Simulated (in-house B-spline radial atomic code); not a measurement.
Binding energies in K

NIST's tabulated ground configuration is [Ar] 4s1; each binding energy is the energy of the ion with one electron taken from that subshell, relaxed, less that of the parent. Computed with a B-spline radial code for spherical atoms: Dirac-Kohn-Sham B3LYP, spherical fractional occupations, Fermi nucleus of rms radius 3.4349 fm. Energies include first-order Breit, QED and recoil terms.

Caution: exact exchange at fractional occupations of open shells leaves self-interaction of up to several eV.

```
subshell  X-ray name  binding energy (eV)  -ε (eV)  relaxation (eV)
      1s           K               3641.8   3548.5            -96.8
      2s          L1                378.6    362.4            -16.5
   2p1/2          L2                307.7    289.2            -18.7
   2p3/2          L3                306.4    286.3            -20.2
      3s          M1                43.89    38.05            -5.86
   3p3/2          M3                26.14    20.37            -5.77
   3p1/2          M2                26.03    20.65            -5.39
      4s          N1                 4.23     2.37            -1.86
```

Relaxation = -ε minus the binding energy without Breit, QED and recoil terms. With a density functional, K lines can miss by some tenths of a per cent, more in light atoms. For a density functional the relaxation so defined is negative, because -ε of a Kohn-Sham level is smaller than the binding energy.

Emission lines follow as differences of binding energies, with λ = 12398.42 eV·Å / E:

| line | holes | energy (eV) | wavelength (Å) |
| --- | --- | --- | --- |
| K-L3 | 1s → 2p3/2 | 3335.4 | 3.7172 |
| K-L2 | 1s → 2p1/2 | 3334.1 | 3.7187 |
| K-M3 | 1s → 3p3/2 | 3615.7 | 3.4291 |
| L1-M3 | 2s → 3p3/2 | 352.5 | 35.177 |
| L3-M1 | 2p3/2 → 3s | 262.5 | 47.23 |

Question: What screening constant σ does Moseley's law, E = (3/4)·13.6057 eV·(Z - σ)², need for K-L3?

Answer: σ = 0.92.

Question: What does it cost to remove both a 2p1/2 and a 4s electron?

Answer: 319.21 eV, which is 7.279 eV more than the two single binding energies together.

Question: What does it cost to remove two 3p1/2 electrons?

Answer: 63.979 eV, which is 11.93 eV more than the two single binding energies together.

Question: What does it cost to remove both a 2p3/2 and a 2p1/2 electron?

Answer: 660.74 eV, which is 46.64 eV more than the two single binding energies together.
